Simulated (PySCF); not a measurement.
Write Cartesian coordinates for InChI=1S/C7H3F3O2/c8-7(9,10)4-2-1-3-5(11)6(4)12/h1-3H as optimised with PBE0-D3(BJ)/def2-SVP.

```xyz
15
C7H3F3O2 angstrom
O     -2.2441    2.1055   -0.4576
C     -1.5758    1.1228   -0.2500
C     -2.1576   -0.1965    0.0467
C     -1.3596   -1.2552    0.2899
C      0.0933   -1.1512    0.2686
C      0.7382    0.0032   -0.0010
C      2.2423    0.0863   -0.0277
F      2.7958   -1.0966    0.2653
F      2.6910    0.9693    0.8594
F      2.6803    0.4484   -1.2300
C     -0.0287    1.2356   -0.2918
O      0.4863    2.2933   -0.5524
H     -3.2477   -0.2645    0.0614
H     -1.7937   -2.2333    0.5127
H      0.6783   -2.0497    0.4785
```

Any rigid rotation of these coordinates is as good. Atoms count from 1 in this order. The 6-membered ring C2–C3–C4–C5–C6–C11 has internal angles of 116.8° to 122.7°; it is planar, 0.00 Å rms from its mean plane, widest ring torsion 1°. The C–C distances run from 1.348 Å (C3=C4, drawn double) to 1.552 Å (C2–C11, drawn single), a spread of 0.204 Å. Of the pairs four or more bonds apart, F8···H15 is among the closest relative to their van der Waals radii: 2.33 Å, 87 % of the sum of Bondi's values.

Bonds between heavy atoms (Å): O1=C2 1.206, C2–C3 1.472, C3=C4 1.348, C4–C5 1.457, C5=C6 1.349, C6–C7 1.507, C7–F8 1.339, C7–F9 1.330, C7–F10 1.330, C6–C11 1.480, C11=O12 1.205, C2–C11 1.552.

Theory: PySCF 2.14.0, PBE0-D3(BJ)/def2-SVP geometry optimisation, gas phase.

PBE0-D3(BJ)/def2-SVP frequencies: not computed here.

Rough CPU time on one thread of a shared machine: about 4 min. These figures are those of the optimisation.
